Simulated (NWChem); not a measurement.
Species: ZnSi₂H₆; SMILES [Zn]([SiH3])[SiH3]

```xyz
9

Zn    -0.0033     0.0000     0.0007
Si    -0.0081     2.3966    -0.0018
H     -1.2507     2.9589     0.6237
H      0.0669     2.9605    -1.3902
H      1.1522     2.9689     0.7578
Si    -0.0082    -2.3966    -0.0018
H      0.3518    -2.9615    -1.3444
H     -1.3533    -2.9581     0.3540
H      0.9701    -2.9685     0.9816
```
Atoms are numbered in this order, from 1.

Results from NWChem. The geometry was optimised at PBE0/def2-SVP. Ions are spin-unrestricted doublets at the neutral geometry; other ion states weren't tried.

Question: What does the run give for PBE/def2-SVP? Quantities: vertical ionisation energy, ΔSCF (eV); −ε(HOMO) (eV).

Answer: 
| Item | Value |
|---|---|
| vertical ionisation energy, ΔSCF (eV) | 8.54 |
| −ε(HOMO) (eV) | 5.87 |
